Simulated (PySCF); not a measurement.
Input for PySCF: R-HF/3-21G on CH6FGaO (a complex).

```python
from pyscf import gto, scf, dft, mp
from pyscf.data.elements import chemcore

mol = gto.M(
    atom='''
    C    -0.81961779   -0.59600906    2.46606368
    O     0.30629081    0.09500580    1.93705396
    Ga    0.60977218    0.39946948    0.17661847
    H    -1.49901563   -0.92624417    1.67507676
    H    -0.47995652   -1.47015689    3.02537897
    H    -1.36446284    0.06328739    3.14486741
    H    -0.50086895   -0.17494581   -0.75500837
    H     1.92416496    1.17865520   -0.07774270
    F     1.92069771    0.89780426    3.73871002
    H     1.31767754    0.59818720    3.05958892
    ''',
    basis='3-21g',
    charge=0, spin=0, verbose=3, max_memory=1800)
mf = scf.RHF(mol)
mf.conv_tol = 1e-8
mf.max_cycle = 100
mf.kernel()
if not mf.converged:
    mf = mf.newton().run(mf.mo_coeff, mf.mo_occ)
```

Output:

```
converged SCF energy = -2128.33354744345
```

Self-consistency was reached.

Cost: roughly 0.5 core-seconds.
